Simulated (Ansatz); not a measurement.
Job for Ansatz (a first-principles code): R-PBE/def2-TZVPPD on CH8SeSi (a complex), monomers drawn apart or pushed together. Files ending in .json are basis or fitting sets from the Basis Set Exchange.

Ansatz 0.2 input:
```yaml
crystal:
  periodic: [false, false, false]
  atoms:
    - {symbol: C, position_ang: [0.57270194, 1.01716234, -0.10419243]}
    - {symbol: Si, position_ang: [-0.09874862, -0.69083929, 0.26969909]}
    - {symbol: H, position_ang: [0.46280381, 1.66526233, 0.76649329]}
    - {symbol: H, position_ang: [0.03743732, 1.47086142, -0.94034046]}
    - {symbol: H, position_ang: [1.63129649, 0.96992884, -0.36620816]}
    - {symbol: H, position_ang: [0.62640433, -1.30666247, 1.40877732]}
    - {symbol: H, position_ang: [0.04291789, -1.58702339, -0.90429972]}
    - {symbol: H, position_ang: [-1.53744245, -0.62673196, 0.62850508]}
    - {symbol: Se, position_ang: [-0.89981829, 1.46279520, 4.38581072]}
    - {symbol: H, position_ang: [-0.07579379, 0.24951343, 4.28537034]}
    - {symbol: H, position_ang: [-1.97055357, 0.83399796, 3.59883787]}
basis:
  gaussian:
    orbitals: def2-TZVPPD.json
hamiltonian:
  xc: {name: PBE}
scf: {lower_state_search: off}
```

The head of its log:

```
WARN ansatz: RAYON_NUM_THREADS=1 ignored (pool sized by the plan → 1); use --threads N
Functional definition: PBE
these checks for a lower state are left out or cut short: stability, starts, cluster_reference, orbital_swaps, neighbouring_geometries, increment
integrals: 0.24 GiB planned
1374 factors; their error is unknown
mean field: 1.48 GiB planned
mean field evaluation 1: about -74370.7840 eV, gradient 6.1e1 eV
mean field evaluation 2: about -74358.7696 eV, gradient 8.2e1 eV
```

Predict the final total energy.

-2733.3948 hartree.
